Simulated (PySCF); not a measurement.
Zn(Cl)(SMe) (CH3ClSZn), SMILES C[S][Zn][Cl].

Coordinates come from a PBE0-D3(BJ)/def2-SVP optimisation. The structure was generated by enumeration; whether it is a known compound was not checked. The values are those of a single conformer.

Level of theory: TDDFT-ωB97X/def2-SVPD run with PySCF.

Vertical excitations. Isolated molecule, no solvent. State labels are in the subgroup Cs.

Computed excitation energies, oscillator strengths and character:
```tsv
state	symmetry	energy (eV)	λ (nm)	f	main pairs
S1	A"	4.82	257	0.012	HOMO→LUMO 89 %
S2	A"	5.28	235	0.005	HOMO→LUMO+1 88 %
S3	A'	6.07	204	0.004	HOMO→LUMO+2 67 %, HOMO−1→LUMO 28 %
S4	A'	6.71	185	0.001	HOMO−1→LUMO+1 87 %
S5	A'	6.82	182	0.112	HOMO−2→LUMO 66 %, HOMO−1→LUMO 14 %
S6	A"	6.86	181	0.042	HOMO−3→LUMO 91 %
S7	A'	6.94	179	0.374	HOMO−1→LUMO 50 %, HOMO−2→LUMO 21 %, HOMO→LUMO+2 21 %
S8	A"	7.24	171	0.008	HOMO→LUMO+4 48 %, HOMO−1→LUMO+2 14 %, HOMO→LUMO+7 8 %
S9	A"	7.44	167	0.003	HOMO−1→LUMO+2 76 %
S10	A"	7.62	163	0.000	HOMO−3→LUMO+1 81 %
T1	A"	4.56	272	0	HOMO→LUMO 91 %
T2	A"	4.99	249	0	HOMO→LUMO+1 84 %
T3	A'	5.68	218	0	HOMO−1→LUMO 67 %, HOMO→LUMO+2 22 %
T4	A'	5.83	213	0	HOMO→LUMO+2 73 %, HOMO−1→LUMO 22 %
```
Triplets are in the Tamm–Dancoff approximation, which puts them higher than full response would, so one can lie above its singlet here.
